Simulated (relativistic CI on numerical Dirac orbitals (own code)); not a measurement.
Calculated at this level of theory: Dirac-Coulomb-Breit CI, KLI orbitals optimised for each configuration, model QED, unscaled Slater integrals (own radial code, finite nucleus).

The strongest absorption lines from the ground level of an ion, among the configurations computed and to levels below about 1490 eV (vacuum wavelength in nm, gf): 0.92922 (0.45), 0.95357 (0.67), 0.95588 (1), 0.95845 (1.8), 0.95960 (3.8), 0.96261 (0.69), 0.96921 (0.5), 0.97912 (1.7).

Task: Which ion is it?
A. Ni XXI
B. Zn XXI
C. Fe XIX
D. Zn XXIII

Result: D. Zn XXIII has 8 electrons and the ground level 2s²2p⁴ ³P2; the strongest line goes to 2s²2p³3d ³D°3. The pattern of lines fixes the number of electrons, and along that sequence the line energies rise steadily with the charge (about as its square where n changes within one kind of shell, about linearly where n is kept but much faster in heavy ions where fine structure, which grows about as Z⁴, sets the gap, and irregularly where shells cross), which fixes Z. Configurations outside the model, such as inner-shell arrays, can give stronger lines. At this charge energies of transitions that change n are usually good to better than 1 %, and those within a shell (Δn = 0) to a few per cent.

LS names give the leading component of a level, which can be under half, so a name can repeat, a term be missing and a line seem to break the LS rules.
